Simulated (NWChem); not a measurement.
Total energies of silylarsine (H5AsSi)

```xyz
7

Si     1.5569    -0.2999     0.0000
As    -0.7829     0.2106     0.0000
H      2.1686     0.3168     1.2132
H      2.1686     0.3168    -1.2132
H      1.8473    -1.7633     0.0000
H     -1.0721    -0.8105     1.1036
H     -1.0721    -0.8105    -1.1036
```
Charge 0, spin multiplicity 1.

All runs are NWChem calculations. Structure: optimised with B3LYP/def2-SVP, a minimum by its harmonic frequencies.

Basis set: STO-3G (32 functions).

| method | total energy (Ha) |
|---|---|
| RHF | -2497.79815 |
| MP2 | -2497.87469 |
| B2PLYP | -2499.24309 |
| PBE | -2499.15052 |
| B3LYP | -2499.72878 |
| PBE0 | -2499.39434 |
| CCSD(T) | -2497.91205 |

Total energies of different functionals aren't comparable as a measure of quality: only differences taken within one method are. 

The Hamiltonian is non-relativistic. The correlated methods keep 14 core orbitals frozen. B3LYP has NWChem's definition, with VWN1-RPA local correlation. No row is a measurement; the coupled-cluster row has its own basis-set and correlation limits.
